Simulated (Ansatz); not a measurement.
Basis-set extrapolation for `C[Si](C)(C)C1C=CC=C1` (PBE0-D4/def2-TZVP geometry, frozen core, Ansatz). Multiplicity 1, RHF reference.

```csv
,def2-TZVPP,def2-QZVPP
HF,-600.158818,-600.181556
MP2 correlation,-1.469052,-1.561467
CCSD(T) correlation,-1.610732,not run
```

Energies in hartree. Use E(X) = E(∞) + A·exp(−7.88·√X) for Hartree–Fock and E(X) = E(∞) + B·X^(−2.97) for correlation, with X = 3 and 4, and add CCSD(T) minus MP2 of the smaller set to the MP2 limit.

**Question.** What is the CCSD(T) energy at the basis-set limit?

**Answer.** HF limit: -600.181556 + (-0.022738) × 0.13774 = -600.18469. MP2 limit: -1.561467 + (-0.092415) × 0.74074 = -1.62992. Higher-order term: -1.610732 − (-1.469052) = -0.14168. Total: -601.95629 hartree, 5.08 eV below CCSD(T)/def2-TZVPP.
